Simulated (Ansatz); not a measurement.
Cd₆CuTe₆Cl₂. Charge 0, multiplicity 2. Geometry PBE-D4/def2-SVP, basis def2-TZVP, Ansatz.

```xyz
15

Cd    1.844   -2.021    2.372
Cd    0.085    1.546   -3.463
Cd    1.161   -0.182   -1.036
Cu   -1.378   -1.495   -0.320
Cd   -1.505   -0.903    2.393
Cd   -2.068    1.276   -0.707
Cd    1.280    1.110    2.472
Te   -1.184   -1.015   -2.887
Te    0.881   -2.803   -0.055
Te    0.327   -0.721    4.409
Te   -2.387    2.610   -3.162
Te    0.500    2.335    0.183
Te   -3.601   -0.578    0.755
Cl    2.468    0.939   -3.117
Cl    3.579   -0.096    2.163
```

```json
{"run": "A", "HOMO (eV)": "-6.21", "LUMO (eV)": "-3.82"}
{"run": "B", "HOMO (eV)": "-7.38", "LUMO (eV)": "-0.83"}
{"run": "C", "HOMO (eV)": "-5.08", "LUMO (eV)": "-4.52"}
{"run": "D", "HOMO (eV)": "-5.35", "LUMO (eV)": "-4.44"}
{"run": "E", "HOMO (eV)": "-6.66", "LUMO (eV)": "-3.14"}
{"run": "F", "HOMO (eV)": "-5.99", "LUMO (eV)": "-3.90"}
```

In the def2 sets Cd, Te take a core potential; there is no spin–orbit coupling. Single mean-field runs in def2-TZVP are fitted with def2-universal-jkfit.

HOMO and LUMO are taken over both spins.

Task: The runs used BHLYP, HF, PBE, PBE0, r2SCAN, r2SCAN0. Estimate which is which.

Result: A r2SCAN0 (25 % exact exchange); B HF (100 % exact exchange); C PBE (0 % exact exchange); D r2SCAN (0 % exact exchange); E BHLYP (50 % exact exchange); F PBE0 (25 % exact exchange). Exact exchange lowers occupied and raises empty levels; among semilocal functionals meta-GGAs tend to open the gap a little, and such runs are hard to tell apart. The gap grows from 0.56 eV (PBE) to 6.55 eV (HF).
